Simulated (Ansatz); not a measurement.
Consider the ligand exchange at the Si–C bond: `[SiH3]C1C=C1` + `[NH2][Sc]([OH])[OH]` → `[NH2][Sc]([OH])[O][SiH3]` + `C1=CC1`.

Gas-phase electronic energies from Ansatz, PBE0-D4/def2-TZVP geometries. CBS: MP2 limit from def2 TZ/QZ plus the TZ coupled-cluster correction, frozen cores. This one scheme is used for every species. Functionals use def2-TZVPP. B3LYP here is the variant with VWN-RPA as its local correlation; programs differ in this. HSE06 is defined as in plane-wave codes. For Sc outer-core shells are correlated without core-valence functions, which leaves a few kJ/mol of doubt a bond. Scalar relativity is left out up to krypton. One conformer a species, not always the lowest.

`[SiH3]C1C=C1`:

Z-matrix (Å, degrees):
```
Si
C 1 1.869
H 1 1.491 2 111.3
H 1 1.491 2 111.3 3 119.8
H 1 1.489 2 109.1 3 -120.1
C 2 1.515 1 121.9 3 90.8
C 2 1.515 1 121.9 3 150.6
H 2 1.095 1 114.8 3 -59.3
H 6 1.076 2 144.5 1 -72.9
H 7 1.076 2 144.5 1 73.0
```

`[NH2][Sc]([OH])[OH]`:

```xyz
8

N    -1.476    0.060   -0.739
Sc    0.299   -0.012    0.149
O     1.596    1.183   -0.486
O     0.487   -1.267    1.529
H    -1.741    0.677   -1.497
H    -2.280   -0.514   -0.517
H     2.362    1.714   -0.681
H     0.752   -1.840    2.242
```

`[NH2][Sc]([OH])[O][SiH3]`:

```xyz
11

N     1.281    1.571   -1.510
Sc   -0.324    0.835   -0.614
O    -1.955    1.666   -0.990
O    -0.069   -0.654    0.549
Si    0.066   -1.925    1.550
H     2.230    1.232   -1.410
H     1.303    2.353   -2.152
H    -2.863    1.945   -1.051
H     0.114   -3.200    0.780
H    -1.093   -1.994    2.486
H     1.310   -1.829    2.365
```

`C1=CC1`:

Cartesian coordinates in Å:
```
C 0.171 -0.196 0.838
C -0.092 -0.836 -0.247
C -0.050 0.656 -0.375
H 0.397 -0.201 1.890
H -0.245 -1.768 -0.763
H -0.981 1.214 -0.480
H 0.801 1.132 -0.863
```

```json
{"level": "revPBE-D4", "ΔE (kJ/mol)": "-106.7", "difference from CCSD(T)/CBS": "16.3"}
{"level": "B97M-V", "ΔE (kJ/mol)": "-126.9", "difference from CCSD(T)/CBS": "-3.9"}
{"level": "PBE0-D4", "ΔE (kJ/mol)": "-114.9", "difference from CCSD(T)/CBS": "8.1"}
{"level": "B3LYP-D4", "ΔE (kJ/mol)": "-122.6", "difference from CCSD(T)/CBS": "0.4"}
{"level": "ωB97X-V", "ΔE (kJ/mol)": "-121.2", "difference from CCSD(T)/CBS": "1.8"}
{"level": "B2PLYP", "ΔE (kJ/mol)": "-126.3", "difference from CCSD(T)/CBS": "-3.3"}
{"level": "BLYP", "ΔE (kJ/mol)": "-121.0", "difference from CCSD(T)/CBS": "2.0"}
{"level": "PBE0", "ΔE (kJ/mol)": "-116.5", "difference from CCSD(T)/CBS": "6.5"}
{"level": "B3LYP", "ΔE (kJ/mol)": "-125.7", "difference from CCSD(T)/CBS": "-2.7"}
{"level": "HSE06", "ΔE (kJ/mol)": "-116.4", "difference from CCSD(T)/CBS": "6.6"}
{"level": "MP2/def2-TZVPP", "ΔE (kJ/mol)": "-123.0", "difference from CCSD(T)/CBS": "0.0"}
{"level": "SCS-MP2/def2-TZVPP", "ΔE (kJ/mol)": "-127.9", "difference from CCSD(T)/CBS": "-4.9"}
{"level": "MP2/def2-QZVPP", "ΔE (kJ/mol)": "-123.2", "difference from CCSD(T)/CBS": "-0.2"}
{"level": "SCS-MP2/def2-QZVPP", "ΔE (kJ/mol)": "-128.0", "difference from CCSD(T)/CBS": "-5.0"}
{"level": "MP2/CBS(def2)", "ΔE (kJ/mol)": "-122.2", "difference from CCSD(T)/CBS": "0.8"}
{"level": "CCSD/CBS(def2)", "ΔE (kJ/mol)": "-126.5", "difference from CCSD(T)/CBS": "-3.5"}
{"level": "CCSD(T)/CBS", "ΔE (kJ/mol)": "-123.0", "difference from CCSD(T)/CBS": "0"}
```

Largest T1 diagnostic among the species: 0.016.

At CCSD(T), def2-SVP lies −4.3 kJ/mol from the extrapolated value and def2-TZVPP −0.8 kJ/mol. From BLYP to BHLYP (50 % exact exchange), in def2-TZVPP and without D4, ΔE moves by −13.2 kJ/mol. Leaving LDA and LC-ωPBE aside and taking each functional with its dispersion term where it has one, the values, not all of them listed here, spread over 25.6 kJ/mol, from BHLYP-D4 to revPBE-D4. LDA lies +3.7 kJ/mol from PBE without D4.
